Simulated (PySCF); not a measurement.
# Shifts of the heteroatoms

Cartesian coordinates in Å; atom numbers follow the order of the lines, from 1:
```xyz
17

C    -0.6494    0.0224    1.4841
C    -0.1283   -0.0536    0.0458
C    -0.0097    1.3551   -0.5370
C    -1.0870   -0.8896   -0.8076
C     1.2299   -0.7337    0.0568
C     2.3245   -0.1984   -0.3678
O     3.3134    0.2867   -0.7517
H    -0.7384   -0.9730    1.9131
H    -1.6294    0.4940    1.5050
H     0.0273    0.6059    2.1039
H    -0.9831    1.8407   -0.5454
H     0.6717    1.9605    0.0571
H     0.3651    1.3181   -1.5577
H    -1.1790   -1.8966   -0.4068
H    -0.7252   -0.9570   -1.8310
H    -2.0746   -0.4336   -0.8206
H     1.2652   -1.7362    0.4501
```

All values are calculated (PySCF 2.14.0 with density-fitted response routines): geometry: GFN2-xTB, shieldings: GIAO PBE0/pcSseg-1. Gas phase, one conformer, equivalent nuclei averaged, non-relativistic Hamiltonian.

**Question.** What are the $^{17}$O shifts?

**Answer.** 
```tsv
atoms	environment	σ (ppm)	δ (ppm)
O7	carbonyl oxygen	-57.0	318.6
```

Shieldings were converted by a linear fit to measured shifts: $^{17}$O (scatter 10.7 ppm rms, 12.2 ppm with the 3 outliers that the fit left out vs liquid water, solution or neat liquid). Occasional misses reach two or three times the rms, and more in compound classes unlike the fitted ones.

On a 400 MHz spectrometer $^{17}$O resonates near 54.2 MHz, so 1 ppm is 54.2 Hz.
